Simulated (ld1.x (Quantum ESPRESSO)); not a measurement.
**germanium (Ge): one change to a TM potential, before and after**

* Element: Ge
* Generator: ld1.x (Quantum ESPRESSO) 7.5
* Type: norm-conserving Troullier–Martins (Kleinman–Bylander form)
* Functional: PBE
* Relativity: scalar-relativistic
* Frozen core: [Ar] 3d10
* Valence charge: 4
* Reference configuration: 4s1.5 4p2.5
* Partial waves: 4s (bound): rc 1.50 bohr; 4p (bound): rc 2.10 bohr; 4d channel at 0.35 Ry: rc 2.10 bohr
* Local potential: all-electron potential smoothed inside 1.45 bohr (lloc = -1)
* Core correction: none

Change: wave 4s (bound): rc 1.50 bohr becomes 4s (bound): rc 1.60 bohr.

Cutoffs: the cutoffs (Ry, on a coarse ladder) from which the occupation-weighted sum of valence levels, in a spherical-Bessel basis at the reference potential, stays within 10 and 1 mRy of its value at 400 Ry; they do not see the model core or the augmentation charge, which bear on the density cutoff. Errors are all-electron minus pseudo energies relative to the spin-unpolarised reference configuration.

How do hardness, ghosts and transferability respond?

The potential gets neither clearly harder nor softer (18 Ry and 40 Ry → 18 Ry and 40 Ry); of the 7 tests that both files solve, the error grows in 0 and shrinks in 2 by more than 15 % and 0.3 meV (median size 3.6 → 3.4 meV); neither file shows a bound ghost.

| quantity | base | changed |
| --- | --- | --- |
| cutoff, loose | 18 Ry | 18 Ry |
| cutoff, tight | 40 Ry | 40 Ry |
| bound ghosts | none | none |
| error for 4s2 4p2, meV [ΔE -3.95 eV] | +3.2 | +3.3 |
| error for 4s2 4p1, meV [ΔE 3.49 eV] | +6.2 | +3.5 |
| error for 4s2 4p0, meV [ΔE 18.93 eV] | +57 | +38 |
| error for 4s0 4p4, meV [ΔE 12.24 eV] | +28 | +29 |
| error for 4s2 4p2.3, meV [ΔE -4.84 eV] | +3.0 | +3.0 |
| error for 4s2 4p1.5, meV [ΔE -1.15 eV] | +3.6 | +3.4 |
| error for 4s1 4p2, meV [ΔE 12.21 eV] | +2.5 | +2.3 |
| s: phases at 2.29 bohr within 0.05 rad from the reference energy up to (Ry; the scan ends near 5) | 0.3 | 0.4 |
| p: phases at 2.29 bohr within 0.05 rad from the reference energy up to (Ry; the scan ends near 5) | 2.8 | 2.8 |
| d: phases at 2.29 bohr within 0.05 rad from the reference energy up to (Ry; the scan ends near 5) | 1.0 | 1.0 |
